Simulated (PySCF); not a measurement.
Compound: C₆H₇OSi (doublet state).
Geometry (GFN2-xTB, Å), atoms numbered from 1 in this order:
```
atom  x, y, z in Å
C1     0.230    3.386    0.600
C2     0.000    2.240    0.327
C3    -0.305    0.886    0.004
C4     0.654    0.040   -0.254
C5     1.641   -0.839   -0.517
C6     2.261   -1.622    0.426
O7    -1.641    0.596   -0.007
Si8   -2.403   -0.804   -0.318
H9     0.444    4.386    0.839
H10    1.965   -0.924   -1.551
H11    3.040   -2.309    0.149
H12    1.982   -1.568    1.463
H13   -1.975   -1.848    0.615
H14   -3.772   -0.359   -0.114
H15   -2.124   -1.254   -1.684
```

The hyperfine couplings belong to this conformer and change with its torsions.

As a line formula: `C#CC(O[SiH3])=[C]C=C` [radical].

Method: UKS B3LYP, pcH-1 on C H O Si, non-relativistic, mean-field spin-orbit, GIAO (PySCF). The structure is a single GFN2-xTB conformer in the gas phase; no vibrational or solvent corrections. A GFN2-xTB geometry isn't a minimum of the functional, and hyperfine couplings can be far from their values at a DFT geometry. No stability test was run, so a lower SCF solution isn't excluded. ⟨S²⟩ is 0.778 where a pure state has 0.75.

Problem. The isotropic 13C couplings are +60.6, +56.5, -51.1, +40.2, -31.4, +6.2 MHz. Assign them to C1; C2; C3; C4; C5; C6.

Solution. 
```json
{"site": "C1", "a_iso (MHz)": "+6.2", "ρ(0) (bohr⁻³)": "+0.0055", "position": "3 bonds from C4", "distance from C6 (Å)": "5.41", "spin population": "+0.02", "largest |T| (MHz)": "8.2"}
{"site": "C2", "a_iso (MHz)": "+40.2", "ρ(0) (bohr⁻³)": "+0.0358", "position": "2 bonds from C4", "distance from C6 (Å)": "4.48", "spin population": "+0.01", "largest |T| (MHz)": "4.4"}
{"site": "C3", "a_iso (MHz)": "-31.4", "ρ(0) (bohr⁻³)": "-0.0279", "position": "1 bond from C4", "distance from C6 (Å)": "3.61", "spin population": "-0.07", "largest |T| (MHz)": "10.7"}
{"site": "C4", "a_iso (MHz)": "+56.5", "ρ(0) (bohr⁻³)": "+0.0503", "position": "a main spin site", "distance from C6 (Å)": "2.41", "spin population": "+0.62", "largest |T| (MHz)": "94.7"}
{"site": "C5", "a_iso (MHz)": "-51.1", "ρ(0) (bohr⁻³)": "-0.0454", "position": "1 bond from C4", "distance from C6 (Å)": "1.37", "spin population": "-0.26", "largest |T| (MHz)": "28.7"}
{"site": "C6", "a_iso (MHz)": "+60.6", "ρ(0) (bohr⁻³)": "+0.0540", "position": "largest spin population", "distance from C6 (Å)": "0.00", "spin population": "+0.70", "largest |T| (MHz)": "104.6"}
```

ρ(0) is the spin density at the nucleus and T the dipolar tensor; a_iso includes a spin–orbit part; entries for several nuclei are means. Largest spin populations (Mulliken): C6 (+0.70), C4 (+0.62), C5 (-0.26) and C3 (-0.07). The positive populations add up to 1.39 and the negative ones to -0.39, together 2S = 1. The angles at C6 add up to 360.0°, so it is planar; its axial dipolar tensor and the negative couplings of its protons fit spin in a p orbital normal to that plane. Main spin sites, with 60 % or more of the largest population: C4, C6; positions count bonds from the nearest.

Nuclei that the bonding pattern makes equivalent are averaged, as if the motion that swaps them (rotation, inversion, ring flip) were fast.
